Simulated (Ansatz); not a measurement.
Total energies of `[NH2][GeH]([Cl])[Cl]`.

```xyz
7

N     0.6809   -0.1328    0.9648
Ge   -0.3573    0.0808   -0.5019
Cl    0.8150   -0.5920   -2.1584
Cl   -2.0524   -1.1904   -0.2158
H     1.5823    0.3209    0.9288
H     0.2262    0.0435    1.8490
H    -0.8946    1.4700   -0.8664
```

Total charge 0; spin multiplicity 1. Correlated methods include outer-core shells of Ge, which these sets cover unevenly. Scalar relativity is left out up to krypton. All single points use the PBE0-D4/def2-TZVP geometry. It is one conformer, not always the lowest. Basis def2-TZVPP, Ansatz.

RPA on PBE orbitals: Hartree–Fock energy of these orbitals -3050.66355 Eh, correlation -1.34281 Eh (frozen core).

```tsv
functional	energy without D4 (Eh)	D4 term (kJ/mol)
LDA (SPW92)	-3047.52452	–
PBE	-3053.35759	-18.2
B97M-V	-3053.48526	–
r2SCANh	-3054.00718	-4.5
HSE06 (plane-wave form)	-3053.47393	-14.6
BHLYP	-3054.06630	-25.2
LC-ωPBE	-3053.56365	–
ωB97M-V	-3053.93611	–
B2PLYP	-3053.44862	–
PBE-QIDH	-3052.99481	–
```

Give the same for revPBE, BLYP, r2SCAN, PBE0, B3LYP, r2SCAN0, CAM-B3LYP, ωB97X-V. (Best estimate.)

Computed: 
| functional | energy without D4 (Eh) | D4 term (kJ/mol) |
| --- | --- | --- |
| revPBE | -3053.76759 | -47.3 |
| BLYP | -3054.14284 | -39.1 |
| r2SCAN | -3054.02057 | -4.2 |
| PBE0 | -3053.49146 | -15.5 |
| B3LYP | -3054.19346 | -29.7 |
| r2SCAN0 | -3053.98847 | -5.1 |
| CAM-B3LYP | -3054.24252 | -16.0 |
| ωB97X-V | -3053.77590 | – |

B3LYP takes the VWN-RPA correlation (the form of Gaussian; ORCA's B3LYP/G). HSE06 is the plane-wave form, built on full-range PBE exchange. The double hybrids freeze the cores in their second-order part.

LC-ωPBE has ω = 0.4 bohr⁻¹.
